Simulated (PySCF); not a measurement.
diglyme (C6H14O3), SMILES O(CCOC)CCOC. Atoms are numbered in the order given.

```xyz
23

C     -4.3058     0.1596    -0.3868
O     -3.3032     0.8953     0.2460
C     -2.0149     0.6843    -0.2563
C     -1.3598    -0.5631     0.3321
O     -0.0800    -0.7907    -0.1861
C      0.9431    -0.0409     0.4032
C      2.2514    -0.4798    -0.2120
O      3.2752     0.2715     0.3621
C      4.5388    -0.0458    -0.1277
H     -5.2656     0.4467     0.0654
H     -4.1861    -0.9342    -0.2666
H     -4.3521     0.3775    -1.4723
H     -2.0150     0.6033    -1.3618
H     -1.4231     1.5759     0.0048
H     -1.9614    -1.4523     0.0859
H     -1.3404    -0.4755     1.4361
H      0.9784    -0.2034     1.4990
H      0.8209     1.0473     0.2408
H      2.2053    -0.3345    -1.3112
H      2.3932    -1.5663    -0.0371
H      4.6174     0.1294    -1.2195
H      5.2716     0.5956     0.3817
H      4.8053    -1.1045     0.0641
```
Charge 0, spin multiplicity 1.

Geometry: PBE0-D3(BJ)/def2-SVP. The values are those of a single conformer.

The numbers are results of PySCF with M06-2X/def2-SVP, not measurements.

Isolated molecule, no solvent.

Computed frontier levels, gap, dipole moment and polarisability:
```yaml
highest_occupied_level: -8.44 eV
lowest_empty_level: 2.69 eV
orbital_gap: 11.13 eV
dipole_moment: 1.29 D
quadrupole, principal values (traceless, Buckingham form, about the centre of nuclear charge): -8.48, -2.32, 10.79 D·Å
mean_static_polarisability: 77.7 bohr³ (11.51 Å³)
polarisability_principal_values: 65.9, 68.6, 98.5 bohr³
```
